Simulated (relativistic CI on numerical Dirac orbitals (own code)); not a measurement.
**Fe²⁺ in a cubic cluster: 2p photoemission with charge transfer**

Computed with a charge-transfer multiplet model of a cubic metal-ligand cluster with up to 3 ligand holes, Slater and spin-orbit integrals from Dirac-Coulomb-Breit ions, Slater integrals scaled by 0.8. The ground state mixes d6 with configurations of k ligand holes L, whose averages lie at kΔ + k(k − 1)U_dd/2; a core hole lowers each added d electron by U_cd. 300 K, Lorentzian 0.6 eV and Gaussian 0.8 eV FWHM.

Atomic integrals in eV (Slater integrals scaled, ζ unscaled), ground: F2dd 8.723, F4dd 5.416, zeta_d 0.049; with the core hole: F2dd 10.208, F4dd 6.385, zeta_d 0.075, zeta_core 8.130, F2cd 5.984, G1cd 4.514, G3cd 2.566.

Cluster parameters (eV): Δ = 2.4, U_dd = 6.5, 10Dq = 0.65, 10Dq(ligand) = 1.2, V(eg) = 3, V(t2g) = -1.34, final-state hopping factor = 1.

| Case | n_d | d6 | d7L | d8L2 | d9L3 | S |
| --- | --- | --- | --- | --- | --- | --- |
| U_cd = 7 eV | 6.74 | 0.39 | 0.50 | 0.11 | 0.01 | 0.03 |
| U_cd = 8.2 eV | 6.74 | 0.39 | 0.50 | 0.11 | 0.01 | 0.03 |
| U_cd = 9.4 eV | 6.74 | 0.39 | 0.50 | 0.11 | 0.01 | 0.03 |

Weights, n_d and S are thermal averages at 300 K. Binding energies count from the first peak over 30 % of the highest in each spectrum, which can be another peak from case to case. The parameters are a model scan and need not match a compound or its usual spin state. Peaks in eV (height, largest 100):
- U_cd = 7 eV: 0.0 (100), 2.8 (11), 9.8 (17), 12.7 (47), 22.5 (7)
- U_cd = 8.2 eV: 0.0 (100), 2.7 (10), 5.4 (5), 10.0 (20), 12.7 (49), 22.5 (9), 23.8 (8)
- U_cd = 9.4 eV: 0.0 (100), 2.7 (9), 5.4 (6), 10.3 (27), 12.8 (52), 23.9 (11)

Curve for U_cd = 8.2 eV (points under 2 left out, the grid thinned):

```
E (eV)  Intensity
  -2.8        2.1
  -2.2        3.5
  -1.5        7.9
  -0.8       32.9
  -0.2       93.9
   0.4       68.5
   1.1       16.4
   1.8        8.9
   2.4        9.8
   3.0        9.7
   3.7        6.1
   4.4        3.9
   5.0        4.6
   5.6        4.9
   6.3        3.5
   7.0        2.8
   7.6        3.1
   8.2        4.3
   8.9        9.4
   9.6       18.3
  10.2       20.1
  10.8       15.2
  11.5       14.3
  12.2       31.9
  12.8       48.7
  13.4       26.1
  14.1       14.2
  14.8       11.1
  15.4        6.6
  16.0        3.5
  16.7        2.2
  17.4        2.3
  18.0        3.0
  18.6        3.7
  19.3        3.2
  20.0        2.8
  20.6        3.0
  21.2        3.9
  21.9        6.8
  22.6        8.5
  23.2        7.9
  23.8        7.9
  24.5        6.8
  25.2        3.8
  25.8        2.1
```

For the case U_cd = 8.2 eV, Δ = 2.4 eV is smaller than U_dd = 6.5 eV, the charge-transfer side of the Zaanen-Sawatzky-Allen scheme. With the core hole the configuration with one ligand hole lies at Δ − U_cd = -4.6, -5.8, -7.0 eV from the one without, in the order of the table; where this is negative the screened configuration lies lower, though the effective hopping of about 5.4 eV (from the holes of the mixed ground state) mixes the two strongly wherever it is as large as the gap.
